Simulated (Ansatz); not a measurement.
Cost and result up the ladder for the cluster Sr2O2 (the lowest singlet isomer of a short search) (4 atoms). The state is a singlet with charge 0. Geometry: PBE-D4/def2-TZVP.

```xyz
4

Sr   -0.122    1.589    0.322
Sr    0.123   -1.589   -0.321
O    -0.309   -0.302    1.376
O     0.308    0.302   -1.376
```

Ansatz on 4 threads of Arm Neoverse V2 on a shared host. Times are rough, and most runs start from the orbitals of an earlier one. r2SCAN0-D4/def2-TZVP serves as the yardstick here, not as an exact answer. Differences are given only for rows in sets of like size (and for xTB, whose basis is part of the method), since another set adds its own error. Binding counts from free atoms at the same level (Sr singlet, O triplet; other spins of the atoms weren't run), without zero-point energy or a counterpoise term.

In the def2 sets Sr takes a core potential; there is no spin–orbit coupling. LC-ωPBE has ω = 0.4 bohr⁻¹. Correlated methods freeze 2 core orbitals; core or outer-core shells of Sr are correlated, in sets that lack core-valence functions. The structure comes from a short search, and lower isomers may exist.

Correlated methods converge slowly with the basis.

```csv
level,functions,wall time,binding energy per atom (eV),difference from r2SCAN0-D4/def2-TZVP (eV),remarks
LDA (SPW92)/def2-TZVP,128,0.6 s,4.08,0.88,–
PBE0-D4/def2-SVP,74,0.75 s,3.27,–,–
MP2/def2-TZVP,128,0.8 s,3.20,0.00,–
PBE-D4/def2-TZVP,128,1.1 s,3.56,0.36,–
PBE-D4/def2-TZVPD,146,1.2 s,3.57,0.37,–
LC-ωPBE/def2-TZVP,128,1.3 s,3.37,0.17,–
PBE0-D4/def2-TZVP (with forces),128,1.9 s,3.24,0.05,–
RPA@PBE/def2-TZVP,128,2 s,2.56,-0.64,–
B2PLYP/def2-TZVP,128,2.2 s,3.16,-0.03,–
r2SCAN-D4/def2-TZVP,128,2.2 s,3.51,0.31,–
r2SCAN0-D4/def2-TZVP,128,2.5 s,3.19,0.00,–
r2SCAN-D4/def2-TZVPD,146,2.8 s,3.52,0.33,–
B97M-V/def2-TZVP,128,4.3 s,3.23,0.04,–
CCSD(T)/def2-TZVPP,142,26 s,2.97,-0.22,large T1 (0.023)
```
